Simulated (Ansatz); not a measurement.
CuAsOH₄⁺, that is Cu(AsH3)(OH) with one electron fewer. The state is a doublet with charge 1. Geometry PBE-D4/def2-TZVP; atoms count from 1.

```tsv
atom	x (Å)	y (Å)	z (Å)
Cu1	0.546	0.131	-0.936
As2	-0.482	0.282	1.170
H3	-1.439	-0.835	1.508
H4	-1.328	1.509	1.414
H5	0.442	0.285	2.363
O6	1.381	-0.575	-2.351
H7	0.880	-0.797	-3.167
```

No other spin state of charge 1 was run.

**Question.** Estimate the Mulliken populations from the PBE0/def2-TZVP orbitals of Ansatz.

**Answer.** 
```tsv
atom	charge (e)	spin (α − β)	d electrons
Cu1	0.35	0.32	9.63
As2	0.08	0.00	–
H3	0.18	0.00	–
H4	0.17	0.01	–
H5	0.17	0.00	–
O6	-0.35	0.70	–
H7	0.39	-0.02	–
```
Mulliken values and Mayer orders depend strongly on the basis.

**Question.** Where does the spin sit?

**Answer.** Summed by element: Cu 0.32, As 0.00, H -0.01, O 0.70, of 1 unpaired in all. Largest on single atoms: O6 0.70, Cu1 0.32, H7 -0.02.

**Question.** And the Mayer bond orders between bonded heavy atoms (over 0.3)?

**Answer.** Cu1–As2 0.86 (2.35 Å); Cu1–O6 1.03 (1.79 Å).
